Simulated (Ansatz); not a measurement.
`F[SiH](F)[AlH2]` + `C=C=N` → `C=C=N[SiH](F)F` + `[AlH3]` at 298.15 K and 1 bar (cleavage of the Si–Al bond).

Computed with Ansatz on PBE0-D4/def2-TZVP structures; ΔE is electronic, products minus reactants. CCSD(T)/CBS is the MP2 limit (def2-TZVPP, def2-QZVPP) plus CCSD(T) − MP2 in def2-TZVPP, frozen cores. This one scheme is used for every species. Each species was taken in one conformer, which may not be the lowest.

| species | CCSD(T)/CBS energy (Eh) | H − E (kJ/mol) | S (J/(mol·K)) |
| --- | --- | --- | --- |
| `F[SiH](F)[AlH2]` | -732.58614 | 93.0 | 342.9 |
| `C=C=N` | -132.55079 | 127.2 | 249.7 |
| `C=C=N[SiH](F)F` | -621.39174 | 152.5 | 354.1 |
| `[AlH3]` | -243.78045 | 58.9 | 207.5 |

H − E and S are ideal-gas, rigid-rotor, harmonic terms from PBE0-D4/def2-TZVP, for one conformer and one mirror image of each species. 1 Eh = 2625.50 kJ/mol, R = 8.31446 J/(mol·K).

By hand: ΔE, ΔH, ΔS and ΔG.

ΔE = (-621.39174) + (-243.78045) − (-732.58614) − (-132.55079) = -0.03526 Eh = -92.6 kJ/mol. Δ(H − E) = 152.5 + 58.9 − 93.0 − 127.2 = -8.8, so ΔH = -101.4 kJ/mol. ΔS = 354.1 + 207.5 − 342.9 − 249.7 = -31.0 J/(mol·K). ΔG = -101.4 − 298.15 × (-31.0)/1000 = -92.2 kJ/mol.

By hand: the equilibrium constant, and the temperature at which ΔG would vanish if ΔH and ΔS stayed fixed.

log₁₀ K = −ΔG/(RT ln 10) = 16.2. ΔG = 0 at ΔH/ΔS = 3271 K, far beyond where these terms or the molecules hold.

ΔH outweighs TΔS. A doubt of 5 kJ/mol in ΔE shifts log₁₀ K by 0.9 here. Other conformers and mirror images would add mixing entropy, several J/(mol·K) or more a flexible species. Modes under 60 cm⁻¹, often nearly free rotors, make the harmonic entropy too high. These are equilibria of isolated gas molecules and say nothing of rates. Largest T1 diagnostic: 0.015 (customary marks: 0.02 for closed shells, 0.045 for open ones).
